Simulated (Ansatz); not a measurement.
Ideal-gas functions of ClHIn, SMILES `[Cl][InH]` radical at 298.15 K and 1 bar, from an Ansatz frequency run at PBE0-D4/def2-TZVP.

Molar mass 151.28 g/mol, point group Cs (symmetry number 1), electronic degeneracy 2, moments of inertia 2.544, 153.263, 155.808 u Å². Harmonic wavenumbers (cm⁻¹, unscaled): 335, 411, 1550.

Use S(trans) = R[1.5 ln M + 2.5 ln T − 1.1517]; rotational temperatures θ = 24.2544 K / I; S(rot) = R[ln(√π/σ · √(T³/θAθBθC)) + 1.5]; for each mode x = 1.438777 ν̃/T, S = R[x/(eˣ − 1) − ln(1 − e⁻ˣ)] and H = RT x/(eˣ − 1); 1 cm⁻¹ = 0.0119627 kJ/mol; R = 8.31446 J/(mol·K).

Problem. By hand: the entropy, in J/(mol·K).

Solution. Translation 171.5. Rotation: θ = 9.534, 0.1583, 0.1557 K, giving 94.3. Vibration, mode by mode: 5.17, 3.86, 0.04, in all 9.1. Electronic 5.8. Sum 280.7 J/(mol·K).

Problem. By hand: H − E and G − E in kJ/mol, counted from the electronic energy.

Solution. Zero-point energy ½ × 2296 × 0.0119627 = 13.7; thermal vibration 1.8; translation, rotation and pV give 4 RT = 9.9. H − E = 25.4 kJ/mol, and G − E = 25.4 − 298.15 × 280.7/1000 = -58.3 kJ/mol.

Vibration gives 3 % of the entropy.
